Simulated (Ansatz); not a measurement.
Frontier orbitals of Al$_{2}$H$_{6}$S$_{2}$, SMILES `[AlH2-]1[SH+][AlH2-][SH+]1`.

Z-matrix (Å, degrees):
```
Al
S 1 2.373
S 1 2.373 2 95.7
H 1 1.582 2 108.7 3 111.9
H 1 1.579 2 106.0 3 -108.5
Al 2 2.373 1 83.3 3 10.7
H 2 1.345 1 95.3 3 -84.1
H 3 1.345 1 95.3 2 84.1
H 6 1.582 2 108.7 1 -122.6
H 6 1.579 2 106.0 1 97.8
```

The species carries charge 0 and has multiplicity 1. Geometry: relaxed with PBE0-D4/def2-TZVP. Basis def2-TZVPP, Ansatz 0.2.0.

```json
{"functional": "PBE", "HOMO (eV)": "-7.13", "LUMO (eV)": "-1.51", "gap (eV)": "5.62"}
{"functional": "PBE0", "HOMO (eV)": "-8.33", "LUMO (eV)": "-0.65", "gap (eV)": "7.68"}
{"functional": "LC-ωPBE", "HOMO (eV)": "-11.00", "LUMO (eV)": "1.50", "gap (eV)": "12.50"}
{"functional": "ωB97X-V", "HOMO (eV)": "-10.66", "LUMO (eV)": "1.36", "gap (eV)": "12.02"}
{"functional": "ωB97M-V", "HOMO (eV)": "-10.44", "LUMO (eV)": "1.05", "gap (eV)": "11.49"}
{"functional": "HF", "HOMO (eV)": "-11.19", "LUMO (eV)": "2.28", "gap (eV)": "13.47"}
```

A quarter of exact exchange (PBE0) shifts PBE's HOMO by −1.20 eV and its LUMO by +0.86 eV; full exchange at long range (ωB97M-V) shifts them by −3.31 and +2.56 eV. The gap opens from 5.62 to 11.49 eV, since occupied levels lose self-interaction and empty ones feel all the electrons. A positive LUMO is unbound and depends on the basis.

LC-ωPBE has ω = 0.4 bohr⁻¹.
